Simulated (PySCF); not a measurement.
**Löwdin shares of the frontier orbitals**

C7H7Cl.
Atom-mapped SMILES: `[CH3:1][C@@:2]12[C@@H:3]3[C@H:4]4[C@@H:5]3[C@:6]1([Cl:7])[C@@H:8]24` (hydrogens: H9, H10, H11 on C1; H12 on C3; H13 on C4; H14 on C5; H15 on C8)

Cartesian coordinates in Å at the PBE0-D3(BJ)/def2-SVP level; atoms count from 1:
```
atom  x, y, z in Å
C1    -1.5916    0.1465    1.3105
C2    -0.5068    0.0066    0.3062
C3     0.9077   -0.6324    0.3623
C4     1.3897    0.3340   -0.6982
C5     0.8147   -1.0049   -1.1016
C6    -0.5899   -0.3605   -1.1538
Cl7   -1.9870   -0.7345   -2.1046
C8    -0.0143    0.9778   -0.7610
H9    -2.4696    0.6259    0.8517
H10   -1.9081   -0.8378    1.6909
H11   -1.2741    0.7608    2.1676
H12    1.4567   -1.1263    1.1661
H13    2.3885    0.7353   -0.8778
H14    1.2691   -1.8314   -1.6477
H15   -0.3679    1.9818   -0.9986
```

Level of theory: PySCF 2.14.0, density-fitted response routines, TDDFT wB97X-D/def2-SVPD, vertical, gas phase, core orbitals frozen in the response.

Frontier orbitals with the atoms that hold most of them (Löwdin shares over 4%, at most four atoms; ? is withheld):

```csv
orbital,ε (eV),atoms
HOMO-3,-10.19,"C5 19%, C3 18%, Cl7 16%, C4 14%"
HOMO-2,-10.03,"Cl7 31%, C5 15%, C4 14%, C3 12%"
HOMO-1,-8.77,?
HOMO,-8.46,?
LUMO,2.39,"Cl7 44%, C1 14%, C6 10%, H9 5%"
LUMO+1,2.47,"C3 12%, H12 12%, Cl7 11%, C4 10%"
LUMO+2,2.85,"Cl7 29%, C4 13%, H13 10%, C5 7%"
```

(1) Give the leading atoms of the HOMO.

(2) Which atoms hold the HOMO-1, and with what shares?

(3) How does S1 compare with the orbital gap of 10.85 eV?

Answers

(1) C6 (bonded to 3 C and Cl) 20%; Cl7 (bonded to C) 18%; C2 (bonded to 4 C) 14%; C5 (bonded to 3 C and H) 13%. By element: carbon 48% or more, chlorine 18%.

(2) C8 (bonded to 3 C and H) 24%; C4 (bonded to 3 C and H) 15%; C2 (bonded to 4 C) 15%; C3 (bonded to 3 C and H) 12%.

(3) S1 is at 6.44 eV (f = 0.0019), 4.41 eV below the gap, made of HOMO→LUMO (53%), HOMO→LUMO+1 (22%). Without the coupling terms of the response equations the lowest excitation would equal the gap.

Next come S2 at 6.94 eV (f 0.0024), HOMO→LUMO+2 (22%), HOMO→LUMO+4 (16%), HOMO-1→LUMO (16%); S3 at 6.98 eV (f 0.0096), HOMO-1→LUMO (28%), HOMO-1→LUMO+1 (20%), HOMO→LUMO+4 (17%); S4 at 7.12 eV (f 0.013), HOMO→LUMO+1 (54%), HOMO→LUMO (13%), HOMO-1→LUMO+1 (8%); S5 at 7.16 eV (f 0.015), HOMO→LUMO+5 (31%), HOMO-1→LUMO+2 (10%), HOMO→LUMO+7 (9%).
